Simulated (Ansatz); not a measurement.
C2H8AlFSi at its PBE0-D4/def2-TZVP geometry, where that method's forces vanish. Total charge 0; spin multiplicity 1. The bonds changed during the relaxation, so this is another structure than the one it started from.

```xyz
13

F     2.0949    0.9015    0.2214
C     0.7165    0.2104   -0.4048
Al    2.0597   -0.9638    0.4132
C    -0.4417    0.8207    0.2559
Si   -1.9960   -0.0860   -0.3454
H     0.8318    0.5099   -1.4461
H     3.1455   -1.6559   -0.5072
H     1.8092   -1.3587    1.9283
H    -0.5748    1.8862    0.0354
H    -0.4222    0.6775    1.3411
H    -3.1762    0.5882    0.2508
H    -1.9569   -1.5058    0.0844
H    -2.0899   -0.0244   -1.8269
```

Q: What forces (eV/Å) does PBE-D4/def2-TZVPP give on these atoms in the Gaussian-basis code of Ansatz? (An estimate is asked.)

A: The calculation gave: 
```
F1   0.343  0.434  0.112
C2  -0.255 -0.200 -0.056
Al3  0.014 -0.317  0.034
C4   0.060  0.006 -0.014
Si5 -0.037 -0.050 -0.027
H6   0.009  0.053 -0.230
H7   0.084 -0.042 -0.063
H8  -0.015 -0.018  0.109
H9  -0.054  0.224 -0.039
H10 -0.015 -0.029  0.217
H11 -0.122  0.073  0.060
H12  0.000 -0.140  0.042
H13 -0.012  0.008 -0.147
```
